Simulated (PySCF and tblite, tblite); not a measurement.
One step of a conformer study of C₄H₁₃FS₃Si₃, numbered as in [CH3:1][Si:2]1([CH3:3])[S:4][SiH:5]([F:6])[S:7][Si:8]([CH3:9])([CH3:10])[S:11]1: tblite, GFN2-xTB geometry optimisation, gas phase; conformer with 6-ring between boat and twist-boat (ring torsions 68, -18, -49, 65, -12, -49°).

The 6-ring runs over atoms 2–4–5–7–8–11. Of a mirror pair one member is shown.

Input:

```
{"job": {"xc": "GFN2-xTB", "basis": "xTB", "kind": "relax"}, "charge": 0, "multiplicity": 1}
C      1.894900    -0.822400    -1.796000
Si     1.553100    -0.262700    -0.058600
C      3.156400     0.255400     0.755400
S      0.773400    -1.935900     0.993300
Si    -0.186900    -0.879800     2.561500
F      0.713400     0.338000     3.053700
S     -2.089200    -0.200000     1.933000
Si    -1.665200     0.566300     0.003000
C     -2.871100     1.963400    -0.268900
C     -1.976500    -0.725300    -1.292500
S      0.262000     1.421900    -0.147800
H      2.315000    -0.010600    -2.386400
H      2.587600    -1.654100    -1.804900
H      0.973600    -1.146900    -2.297500
H      3.853200    -0.564600     0.804500
H      3.621700     1.064700     0.195700
H      2.990700     0.627200     1.774700
H     -0.382500    -1.814700     3.688900
H     -2.745400     2.754800     0.487200
H     -2.729800     2.418700    -1.251400
H     -3.912800     1.617500    -0.205700
H     -1.397200    -1.636000    -1.135800
H     -3.022700    -1.003600    -1.304400
H     -1.727600    -0.351700    -2.293400
```

Launched as:

```sh
OMP_NUM_THREADS=1 python ens_run.py task.json out
```

Output (atoms count from 0 there):

```
step      E/eV     max force
  0    -953.55920    1.502
  1    -953.67978    0.685
  2    -953.73045    0.383
  3    -953.74831    0.400
  4    -953.76697    0.225
  5    -953.77660    0.228
  6    -953.79085    0.286
  7    -953.80298    0.270
  8    -953.81213    0.245
  9    -953.81692    0.212
 10    -953.81998    0.128
 11    -953.82278    0.114
 12    -953.82575    0.116
 13    -953.82838    0.141
 14    -953.83031    0.102
 15    -953.83189    0.103
 16    -953.83362    0.095
 17    -953.83552    0.119
 18    -953.83705    0.089
 19    -953.83792    0.072
 20    -953.83853    0.070
 21    -953.83933    0.077
 22    -953.84052    0.102
 23    -953.84197    0.122
...
 89    -953.86460    0.023
 90    -953.86467    0.020
 91    -953.86475    0.022
 92    -953.86484    0.034
 93    -953.86496    0.034
 94    -953.86508    0.022
 95    -953.86518    0.017
 96    -953.86528    0.023
 97    -953.86539    0.033
 98    -953.86552    0.034
 99    -953.86565    0.026
100    -953.86575    0.027
101    -953.86582    0.024
102    -953.86588    0.017
103    -953.86595    0.017
104    -953.86599    0.015
105    -953.86605    0.016
106    -953.86611    0.016
107    -953.86619    0.017
108    -953.86630    0.020
109    -953.86641    0.020
110    -953.86649    0.017
111    -953.86653    0.012
112    -953.86655    0.014
113    -953.86657    0.012
114    -953.86660    0.009
115    -953.86662    0.009
116    -953.86663    0.009
117    -953.86666    0.011
118    -953.86668    0.013
119    -953.86671    0.009
120    -953.86673    0.009
121    -953.86674    0.009
122    -953.86676    0.013
123    -953.86679    0.015
124    -953.86681    0.010
125    -953.86683    0.009
126    -953.86684    0.007
127    -953.86685    0.007
128    -953.86685    0.008
129    -953.86686    0.009
130    -953.86687    0.008
131    -953.86688    0.007
132    -953.86689    0.007
133    -953.86690    0.007
134    -953.86690    0.006
135    -953.86691    0.006
136    -953.86692    0.007
137    -953.86692    0.007
138    -953.86693    0.009
139    -953.86694    0.007
140    -953.86695    0.007
141    -953.86695    0.005
142    -953.86696    0.004
```

It took 3.2 s on 1 thread of Intel Xeon 6975P-C, shared host (rough), launched as `OMP_NUM_THREADS=1 python ens_run.py task.json out`.
